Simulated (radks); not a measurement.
Task: The mean radii <r> (bohr) of the occupied orbitals of an atom or ion are listed with their occupations. Calculated with a radial shooting solver on a logarithmic mesh with Libxc functionals: scalar-relativistic Kohn-Sham, PBE, spin-polarised, spherical densities, finite nucleus; Fermi nuclear charge, rms radius of each element as measured or else 0.836 A^(1/3) + 0.57 fm.

orbital  occ.     <r>
1s up       1  0.1199
1s down     1  0.1196
2s up       1  0.5484
2s down     1  0.5552
2p up       2  0.4901

Name the element and its charge. Open shells, if any, are filled with parallel spins first.

Result: Z = 13, aluminium, charge +7: Al7+ in [He] 2s2 2p2. The 1s radius gives Z: for a bare nucleus <r> = (2 gamma + 1)/(2Z) with gamma = sqrt(1 - (Z/c)^2), 0.115 bohr for Z = 13, and screening makes it slightly larger (0.1199 here). The occupations add up to 6, and the charge is Z minus that.
